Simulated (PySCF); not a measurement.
Species: C7H4O2.
SMILES: `C#Cc1cccoc1=O`

The closed-shell SCF was solved with PySCF and density fitting under several settings on one GFN2-xTB geometry (grid level 2 and gas phase unless stated).

```csv
settings,basis functions,SCF cycles,E (Eh),HOMO (eV),LUMO (eV),dipole (D)
PBE0/pcSseg-1,173,16,-418.9883,-6.88,-2.29,4.71
wB97X-D/def2-SVPD,218,16,-419.0711,-8.60,-0.63,4.82
```

Estimate the rows for these settings: (1) KT3/Sadlej pVTZ, energy threshold 1e-11 Eh; (2) HCTH407/aug-cc-pVDZ; (3) OPBE/STO-3G.

```csv
settings,basis functions,SCF cycles,E (Eh),HOMO (eV),LUMO (eV),dipole (D)
"KT3/Sadlej pVTZ, energy threshold 1e-11 Eh",252,19,-426.0861,-5.92,-3.07,4.40
HCTH407/aug-cc-pVDZ,243,19,-419.4894,-6.06,-3.20,4.44
OPBE/STO-3G,49,20,-414.1066,-3.30,-0.33,2.81
```

Over all rows, what range does the HOMO–LUMO gap span?

From 2.85 eV (KT3/Sadlej pVTZ, energy threshold 1e-11 Eh) to 7.97 eV (wB97X-D/def2-SVPD). The functional of the narrowest has no exact exchange, that of the widest range-separated exact exchange.

And the dipole moment?

From 2.81 D (OPBE/STO-3G) to 4.82 D (wB97X-D/def2-SVPD); the largest is 1.72 times the smallest, and the median is 4.44 D.

wB97X-D ran without the empirical dispersion term, which would shift the total energy alone. Cycle counts include a coarse-grid stage where the run had one. KT3 was designed for NMR shieldings or shifts; total energies of different functionals aren't comparable.
